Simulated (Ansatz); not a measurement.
Input for Ansatz (a quantum-chemistry and plane-wave program): U-B3LYP/def2-TZVPP on TiGa, 2S+1 = 6, a spin state set in the input, which need not be the lowest, a point of a bond scan (R = 2.487 Å).

Ansatz 0.2 input:
```yaml
crystal:
  periodic: [false, false, false]
  atoms:
    - {symbol: Ti, position_ang: [0.00000000, 0.00000000, 0.00000000]}
    - {symbol: Ga, position_ang: [0.00000000, 0.00000000, 2.48677300]}
basis:
  gaussian:
    orbitals: def2-TZVPP
    pivot_positions_ang: [[0.00000000, 0.00000000, 0.00000000], [0.00000000, 0.00000000, 2.48677300]]
hamiltonian:
  xc: {name: B3LYP}
magnetization: {spin_polarized: true, initial_magnetization: 5}
output: {forces: true, orbitals: {seedname: ./end}}
```

Program output:

```
WARN ansatz: RAYON_NUM_THREADS=1 ignored (pool sized by the plan → 1); use --threads N
Functional definition: B3LYP
integrals: 0.04 GiB planned
901 factors; their error is unknown
mean field: 0.65 GiB planned
mean field evaluation 1: about -75458.3474 eV, gradient 8.5e1 eV
mean field evaluation 2: about -75356.9965 eV, gradient 1.6e2 eV
mean field evaluation 4: about -75490.8596 eV, gradient 1.1e1 eV
mean field evaluation 8: about -75491.4268 eV, gradient 2.6e-1 eV
mean field evaluation 16: about -75491.6806 eV, gradient 4.5e-4 eV
mean field evaluation 32: about -75491.1886 eV, gradient 3.7e0 eV
mean field -75491.68055748 eV, -2774.2680903883 hartree, gradient 3.9e-6 eV, S^2 8.751754; 5 other end points of the search recorded, 0 dependent functions left out
the calculation of the forces begins
reference -75491.68073691 eV, -2774.2680969825 hartree; 29, 24 occupied and 83, 88 virtual orbitals, 901 factors
Total energy: -75491.68073691 eV, -2774.2680969825 hartree
Atom 0 at     0.000000     0.000000     0.000000 Å, force    -0.000000    -0.000000    -0.082633 eV/Å
Atom 1 at     0.000000     0.000000     2.486773 Å, force    -0.000000     0.000000     0.082633 eV/Å
Dipole moment:     0.000000    -0.000000    -0.527423 e Å
```

Self-consistency was reached.

Cost: around 17 core-seconds (rough).
